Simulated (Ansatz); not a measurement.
Mulliken charges of C2H4AuNO (`CC#[N+][Au-][OH]`) from ωB97M-V/def2-TZVPP in Ansatz (PBE0-D4/def2-TZVP geometry).

```
atom   x (Å)   y (Å)   z (Å)  charge (e)
  C1   0.886  -1.980   0.787      -0.186
  C2   0.384  -0.723   0.284       0.016
  N3  -0.014   0.274  -0.114      -0.064
 Au4  -0.709   1.965  -0.787       0.175
  O5  -1.314   3.676  -1.470      -0.535
  H6   1.569  -1.802   1.619       0.146
  H7   0.055  -2.597   1.133       0.145
  H8   1.419  -2.511  -0.004       0.146
  H9  -2.274   3.697  -1.449       0.156
```

Question: By hand: the dipole of these point charges (1 e Å = 4.8032 D).

Answer: Σ q r = (0.511, -1.713, 0.688) e Å, of length 1.915 e Å = 9.20 D.

Question: How does the dipole of the full density compare? (Best estimate.)

Answer: The calculation gave: (0.448, -1.777, 0.717) e Å, 9.45 D; the point charges give 0.97 times that, at 2° from its direction.

Point charges leave out the atoms' own dipoles, such as those of lone pairs, and Mulliken's split depends on the basis, so the close match here is no proof of good charges.
